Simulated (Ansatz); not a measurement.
`CC(=O)CC(C)C` + `C=NC(=N)O` → `C=N/C(O)=N\C` + `CCCC(C)=O`  (substitution at a C–C bond)

Computed with Ansatz on PBE0-D4/def2-TZVP structures; ΔE is electronic, products minus reactants. CBS: MP2 limit from def2 TZ/QZ plus the TZ coupled-cluster correction, frozen cores. Functionals use def2-TZVPP. B3LYP here is the variant with VWN-RPA as its local correlation; programs differ in this. One conformer a species, not always the lowest.

| level | ΔE (kJ/mol) | difference from CCSD(T)/CBS |
| --- | --- | --- |
| PBE-D4 | 31.6 | -8.0 |
| r2SCAN-D4 | 36.8 | -2.8 |
| PBE0-D4 | 34.9 | -4.7 |
| B3LYP-D4 | 32.0 | -7.6 |
| ωB97X-V | 37.4 | -2.2 |
| ωB97M-V | 39.7 | 0.1 |
| B2PLYP | 34.4 | -5.2 |
| PBE | 30.9 | -8.7 |
| r2SCAN | 36.6 | -3.0 |
| PBE0 | 34.3 | -5.3 |
| B3LYP | 30.7 | -8.9 |
| HF/def2-TZVPP | 36.8 | -2.8 |
| MP2/def2-TZVPP | 40.1 | 0.5 |
| SCS-MP2/def2-TZVPP | 37.9 | -1.7 |
| CCSD/def2-TZVPP | 40.1 | 0.5 |
| CCSD(T)/def2-TZVPP | 39.9 | 0.3 |
| HF/def2-QZVPP | 36.3 | -3.3 |
| MP2/def2-QZVPP | 39.8 | 0.2 |
| SCS-MP2/def2-QZVPP | 37.6 | -2.0 |
| HF/CBS(def2) | 36.3 | -3.3 |
| MP2/CBS(def2) | 39.8 | 0.2 |
| CCSD/CBS(def2) | 39.8 | 0.2 |
| CCSD(T)/CBS | 39.6 | 0 |

Largest T1 diagnostic among the species: 0.015.

From PBE to PBE0 (25 % exact exchange), in def2-TZVPP and without D4, ΔE moves by +3.5 kJ/mol. In def2-TZVPP, CCSD(T) changes the Hartree–Fock value by +3.1 kJ/mol (the triples alone add −0.3 kJ/mol) and MP2 by +3.4 kJ/mol.

CCSD(T)/CBS has its own doubt, a few kJ/mol and more with outer-core shells, so smaller differences from it don't rank the levels.
